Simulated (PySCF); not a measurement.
Can point charges reproduce the dipole moment of `[SiH3]C[SiH2]CCc1ncco1`?

Coordinates (GFN2-xTB, Å) and charges (e) from the PBE0/pcSseg-1 density (PySCF):

```tsv
atom	x	y	z	Mulliken	IAO	Hirshfeld	ESP-fitted
Si1	2.444	2.183	0.485	+0.4966	+0.6102	+0.3125	+0.3870
C2	1.159	0.899	-0.061	-0.8869	-0.8242	-0.2519	-0.4186
Si3	1.561	-0.895	0.404	+0.6750	+0.7537	+0.3360	+0.3833
C4	0.313	-2.135	-0.338	-0.5370	-0.5334	-0.1585	-0.1073
C5	-1.116	-1.979	0.189	-0.1204	-0.2710	-0.0684	-0.3769
C6	-1.723	-0.694	-0.236	+0.2855	+0.2983	+0.1404	+0.6010
N7	-2.265	0.199	0.531	-0.4040	-0.3326	-0.1958	-0.6064
C8	-2.676	1.195	-0.308	-0.0049	-0.1073	-0.0346	+0.1977
C9	-2.355	0.848	-1.579	+0.0923	-0.0332	+0.0001	-0.4376
O10	-1.749	-0.360	-1.539	-0.3736	-0.2465	-0.0542	-0.0893
H11	2.611	2.133	1.937	-0.0777	-0.1211	-0.0778	-0.0932
H12	1.989	3.521	0.094	-0.0843	-0.1189	-0.0806	-0.1163
H13	3.727	1.908	-0.166	-0.0803	-0.1231	-0.0801	-0.1012
H14	0.201	1.171	0.383	+0.2103	+0.1683	+0.0287	+0.1326
H15	1.025	0.971	-1.142	+0.1731	+0.1607	+0.0369	+0.1402
H16	1.552	-1.056	1.863	-0.0696	-0.1280	-0.0806	-0.1032
H17	2.879	-1.267	-0.128	-0.0810	-0.1285	-0.0846	-0.1283
H18	0.295	-2.050	-1.426	+0.1499	+0.1494	+0.0348	+0.0127
H19	0.646	-3.149	-0.115	+0.1435	+0.1514	+0.0435	+0.0791
H20	-1.136	-2.010	1.278	+0.1502	+0.1665	+0.0539	+0.1368
H21	-1.739	-2.796	-0.190	+0.1482	+0.1570	+0.0494	+0.1239
H22	-3.163	2.073	0.063	+0.0931	+0.1731	+0.0629	+0.1197
H23	-2.482	1.318	-2.532	+0.1019	+0.1793	+0.0680	+0.2644
```

**Question.** Compute μ = Σ q r for each scheme (1 e·Å = 4.803 D) and compare with the dipole of the full density.

**Answer.** The full density gives (-0.62, -0.36, -1.77) D, 1.91 D in size; dipole vectors point from the negative to the positive end.

```tsv
scheme	μx	μy	μz	size (D)	share of the full size (%)	angle to the full dipole (°)
Mulliken	2.16	-0.85	0.84	2.47	129	122
IAO	0.91	0.14	-0.28	0.97	51	94
Hirshfeld	-0.25	-0.50	-0.86	1.03	54	19
ESP-fitted	-0.58	-0.38	-1.73	1.86	98	1
```

**Question.** Which set comes closest?

**Answer.** Length of the difference vector: ESP-fitted 0.06 D, Hirshfeld 1.00 D, IAO 2.19 D, Mulliken 3.84 D. Closest: ESP-fitted. ESP charges are fitted to the potential around the molecule, whose slowest-falling term is the dipole's. The schemes that divide the density aren't constrained to reproduce the dipole.

**Question.** What is left for the Hirshfeld atoms' own dipoles?

**Answer.** The Hirshfeld atoms' densities add up to the full density, so μ = Σ q r + Σ (atomic dipoles). The atomic dipoles sum to (-0.62, -0.36, -1.77) − (-0.25, -0.50, -0.86) = (-0.37, 0.14, -0.91) D, 1.00 D in size.

**Question.** With the origin at the mean of the coordinates, (0.000, 0.001, -0.110) Å, which are the largest single terms, by size, of the IAO dipole along the direction of the full one?

**Answer.** Si1 -5.16, Si3 -2.95, H23 +2.41, C2 +2.35, O10 -2.32 D; all 23 atoms together -0.06 D. The single terms depend on the origin, their sum doesn't.

**Question.** Give the size of the full dipole in other units.

**Answer.** 1.91 D = 0.752 au = 0.398 e·Å = 6.37 × 10⁻³⁰ C·m.

The structure is a single GFN2-xTB conformer in the gas phase; no vibrational or solvent corrections.

Conformer computed: `[SiH3:1][CH2:2][SiH2:3][CH2:4][CH2:5][c:6]1[n:7][cH:8][cH:9][o:10]1`: Si1–C2–Si3–C4 -174°, C2–Si3–C4–C5 -64°, Si3–C4–C5–C6 67°, C4–C5–C6–N7 -126°.
